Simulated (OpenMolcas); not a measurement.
A calculation on neutral gallium.

```yaml
Program: OpenMolcas 26.06
Method: "XMS-CASPT2, IPEA 0.25 Eh, imaginary shift 0.1 Eh (closed shells correlated: 3d 4s)"
Basis: ANO-RCC-VTZP [6s5p3d1f]
Scalar_Hamiltonian: DKH2, point nucleus
Active_space: 1 electron in 3 orbitals (4p)
State_averaging: 2S+1 = 2 odd, 3 roots
Spin-orbit_coupling: RASSI with atomic mean-field integrals over the reference wave functions, term energies averaged over their components
```

Problem. Which level of the active space comes out lowest?

Solution. 4s² 4p ²P°_1/2, with 100 % of that term; it is also the measured ground level.

Problem. How high does 4s² 4p ²P°_3/2 lie?

Solution. 738 cm⁻¹ above the lowest level; measured 826 cm⁻¹ above the ground level, so the calculation is off by -11 %.

Measured values: NIST Handbook of Basic Atomic Spectroscopic Data.

With one active electron, CASPT2 adds the correlation within the correlated inactive shells and between them and that electron, and leaves the splitting within a term as the reference gives it. Computed and measured levels are paired by configuration, term and J; levels that our copy of the source lacks, or whose pairing is in doubt (as where it misses far off the trend of its configuration), stay unpaired and out of the deviations. Only configurations of the active space appear.

° marks odd parity.
